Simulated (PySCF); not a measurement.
C$_{6}$H$_{14}$Ge, singlet, at a GFN2-xTB geometry, atoms displaced at random by about 0.03 Å a coordinate; R2SCAN/STO-3G, gradient run with PySCF.

Input for PySCF:
```python
from pyscf import gto, scf, dft

mol = gto.M(
    atom='''
Ge    0.112225    0.052882    0.329744
C    -1.679040   -0.763207    0.633876
C    -2.114536   -1.879850    0.106181
C    -0.063421    1.645616   -0.814517
C    -1.094896    2.633071   -0.229134
C     1.322396   -1.280679   -0.462548
C     2.789255   -0.782862   -0.572256
H     0.566466    0.442350    1.711123
H    -2.384991   -0.180363    1.308320
H    -3.078008   -2.286989    0.331593
H    -1.528712   -2.488144   -0.474570
H     0.948506    2.151543   -0.901312
H    -0.383185    1.392543   -1.702627
H    -2.087637    2.198761   -0.226458
H    -0.800086    2.966750    0.767013
H    -1.089435    3.564645   -0.846865
H     0.910898   -1.587849   -1.431612
H     1.385576   -2.170798    0.118056
H     3.363033   -1.481362   -1.034942
H     2.782855    0.088902   -1.268319
H     3.141247   -0.448736    0.340650
''',
    basis='sto-3g',
    charge=0,
    spin=0,
    verbose=4,
)

mf = dft.RKS(mol)
mf.xc = 'r2scan'
mf.conv_tol = 1e-11
mf.kernel()
g = mf.nuc_grad_method()
grad = g.kernel()
```

It wrote (shortened):

```
PySCF version 2.14.0

[INPUT] verbose = 4
[INPUT] num. atoms = 21
[INPUT] num. electrons = 82
[INPUT] charge = 0
[INPUT] spin (= nelec alpha-beta = 2S) = 0
[INPUT] symmetry False subgroup None
[INPUT] Mole.unit = angstrom
[INPUT] Symbol           X                Y                Z      unit          X                Y                Z       unit  Magmom
[...]
nuclear repulsion = 554.784886886849
number of shells = 40
number of NR pGTOs = 186
number of NR cGTOs = 62
basis = sto-3g
ecp = {}

******** <class 'pyscf.dft.rks.RKS'> ********
method = RKS
initial guess = minao
damping factor = 0
level_shift factor = 0
DIIS = <class 'pyscf.scf.diis.CDIIS'>
diis_start_cycle = 1
diis_space = 8
diis_damp = 0
SCF conv_tol = 1e-11
SCF conv_tol_grad = None
SCF max_cycles = 50
direct_scf = True
direct_scf_tol = 1e-13
XC library pyscf.dft.libxc version 7.1.2
    S. Lehtola, C. Steigemann, M. J. T. Oliveira, and M. A. L. Marques,  SoftwareX 7, 1–5 (2018)
XC functionals = r2scan
    J. W. Furness, A. D. Kaplan, J. Ning, J. P. Perdew, and J. Sun,  J. Phys. Chem. Lett. 11, 8208–8215 (2020)
    J. W. Furness, A. D. Kaplan, J. Ning, J. P. Perdew, and J. Sun,  J. Phys. Chem. Lett. 11, 9248–9248 (2020)
    J. W. Furness, A. D. Kaplan, J. Ning, J. P. Perdew, and J. Sun,  J. Phys. Chem. Lett. 11, 8208–8215 (2020)
    J. W. Furness, A. D. Kaplan, J. Ning, J. P. Perdew, and J. Sun,  J. Phys. Chem. Lett. 11, 9248–9248 (2020)
radial grids:
    Treutler-Ahlrichs [JCP 102, 346 (1995); DOI:10.1063/1.469408] (M4) radial grids

becke partition: Becke, JCP 88, 2547 (1988); DOI:10.1063/1.454033
pruning grids: <function nwchem_prune>
grids dens level: 3
symmetrized grids: False
atomic radii adjust function: <function treutler_atomic_radii_adjust>
small_rho_cutoff = 0
Set gradient conv threshold to 3.16228e-06
Initial guess from minao.
tot grids = 242664
init E= -2285.11414329508
[...]
cycle= 1 E= -2287.06257831475  delta_E= -1.95  |g|=  0.6  |ddm|= 5.43
[...]
cycle= 2 E= -2284.54190435971  delta_E= 2.52  |g|= 3.26  |ddm|= 3.65
[...]
cycle= 3 E= -2287.12694529394  delta_E= -2.59  |g|= 0.491  |ddm|= 2.98
[...]
cycle= 4 E= -2287.18940617455  delta_E= -0.0625  |g|= 0.242  |ddm|= 0.853
[...]
cycle= 5 E= -2287.20723310548  delta_E= -0.0178  |g|= 0.0475  |ddm|= 0.329
[...]
cycle= 6 E= -2287.20799927566  delta_E= -0.000766  |g|= 0.00738  |ddm|= 0.0758
[...]
cycle= 7 E= -2287.20801711307  delta_E= -1.78e-05  |g|= 0.00195  |ddm|= 0.0131
[...]
cycle= 8 E= -2287.20801842089  delta_E= -1.31e-06  |g|= 0.000194  |ddm|= 0.00313
[...]
cycle= 9 E= -2287.20801843321  delta_E= -1.23e-08  |g|= 6.83e-05  |ddm|= 0.000378
[...]
cycle= 10 E= -2287.20801843466  delta_E= -1.46e-09  |g|= 9.66e-06  |ddm|= 0.000106
[...]
cycle= 11 E= -2287.20801843472  delta_E= -6.05e-11  |g|= 2.65e-06  |ddm|= 1.77e-05
[...]
cycle= 12 E= -2287.20801843471  delta_E= 1.18e-11  |g|= 5.82e-07  |ddm|= 4.44e-06
[...]
cycle= 13 E= -2287.20801843472  delta_E= -5.91e-12  |g|= 1.91e-07  |ddm|= 1.1e-06
[...]
Extra cycle  E= -2287.20801843471  delta_E= 5e-12  |g|= 2.97e-07  |ddm|= 7.02e-07
converged SCF energy = -2287.20801843471

******** <class 'pyscf.grad.rks.Gradients'> for <class 'pyscf.dft.rks.RKS'> ********
unit = Eh/Bohr
grid_response = False
--------------- RKS gradients ---------------
         x                y                z
0 Ge     0.0156576282     0.0125378011    -0.0143622983
1 C    -0.0340695665    -0.0684122616    -0.0201067601
2 C     0.0296211913    -0.0071734608    -0.0236343695
3 C    -0.0644214037    -0.0142423229    -0.1381818201
4 C    -0.0197412366    -0.0291055684     0.0129493786
5 C     0.0164981943    -0.0354318482    -0.0069348129
6 C     0.0803080633    -0.0628055642     0.0503422935
7 H     0.0070071154     0.0060200715     0.0321429107
8 H    -0.0159136862     0.0131891777     0.0152141924
9 H     0.0219020320     0.0061115790    -0.0040633623
10 H    -0.0396513587     0.0381237348     0.0421214233
11 H     0.0243261837     0.0106637066     0.0004902429
12 H     0.0361065288     0.0360520951     0.1229895187
13 H     0.0113918550     0.0024121785    -0.0028634474
14 H     0.0034852246     0.0036424115    -0.0096280383
15 H     0.0068900449     0.0116847324    -0.0036686030
16 H    -0.0061224187    -0.0019645479     0.0055846082
17 H     0.0087629717     0.0248248513    -0.0209506345
18 H    -0.0517997334     0.0592129216     0.0253062860
19 H    -0.0044061041     0.0055479865    -0.0100294575
20 H    -0.0256569531    -0.0110916908    -0.0520099654
----------------------------------------------
```
